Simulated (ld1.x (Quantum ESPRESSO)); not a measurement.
# What the settings do to the TM potential of manganese (Mn)

Base potential:

- Element: manganese
- Generator: ld1.x (Quantum ESPRESSO) 7.5
- Type: norm-conserving Troullier–Martins (Kleinman–Bylander form)
- Functional: Wu–Cohen
- Relativity: scalar-relativistic
- Frozen core: [Ne] 3s2
- Valence charge: 13
- Reference configuration: 3p6 3d6 4s1 4p0
- Partial waves: 3p (bound): rc 0.95 bohr; 3d (bound): rc 1.60 bohr; 4s (bound): rc 2.10 bohr
- Local potential: the s channel
- Core correction: none

All-electron outer shells of the reference configuration (Wu–Cohen, scalar-relativistic, ld1.x):

```
shell  level (eV)  outermost node (bohr)  outermost maximum (bohr)
   2p     -625.48                      –                      0.19
   3s      -81.40                   0.34                      0.74
   3p      -50.38                   0.31                      0.75
   4s       -4.14                   1.06                      2.63
   3d       -3.39                      –                      0.77
   4p       -0.86                   1.18                      3.74
```

Cutoffs, loose and tight: the cutoffs (Ry, on a coarse ladder) from which the occupation-weighted sum of valence levels, in a spherical-Bessel basis at the reference potential, stays within 10 and 1 mRy of its value at 400 Ry. They do not see the model core or the augmentation charge, which bear on the density cutoff. Test errors are all-electron minus pseudo excitation energies from the reference, over the configurations 3p6 3d5 4s2 4p0; 3p6 3d5 4s1 4p0; 3p6 3d5 4s0 4p0; 3p6 3d4 4s0 4p0; 3p6 3d4 4s2 4p1; 3p6 3d6 4s0 4p0; 3p5 3d5 4s2 4p0. A dash means not determined; rows that change the core or the reference have their own tests.

| change | outcome | cutoff, loose | cutoff, tight | bound ghosts | largest test error (meV) |
| --- | --- | --- | --- | --- | --- |
| base | generated | 110 Ry | 200 Ry | none | -1542 |
| wave 3p (bound): rc 0.95 bohr becomes 3p (bound): rc 0.94 bohr | generated | 120 Ry | 200 Ry | none | -1542 |
| wave 4s (bound): rc 2.10 bohr becomes 4s (bound): rc 1.96 bohr | generated | 110 Ry | 200 Ry | none | -1487 |
| functional PBE | generated | 110 Ry | 200 Ry | none | -1514 |
| core correction a·sin(br)/r model core inside 0.80 bohr | generated | 110 Ry | 200 Ry | none | -1569 |
| wave 3d (bound): rc 1.60 bohr becomes 3d (bound): rc 2.44 bohr | generated | 110 Ry | 200 Ry | none | -1232 |
| core [Ne], valence charge 15; reference 3s2 3p6 3d4 4s0 4p0; waves now 3p (bound): rc 1.10 bohr; 3d (bound): rc 0.95 bohr; 3s (bound): rc 0.95 bohr; core correction Bessel-smoothed model core inside 0.85 bohr | generated | 200 Ry | 300 Ry | none | +339 |
| reference 3p6 3d5 4s1.5 4p0.5 | generated, misses its reference levels by 0.55 eV | 110 Ry | 200 Ry | none | +1367 |
| wave 3d (bound): rc 1.60 bohr becomes 3d (bound): rc 1.58 bohr | generated | 110 Ry | 200 Ry | none | -1565 |

(1) What comes out with this change to the base: reference 3p6 3d5 4s2 4p0?

Results:

(1) outcome: generated; cutoff, loose: 110 Ry; cutoff, tight: 200 Ry; bound ghosts: none; largest test error (meV): -1101.
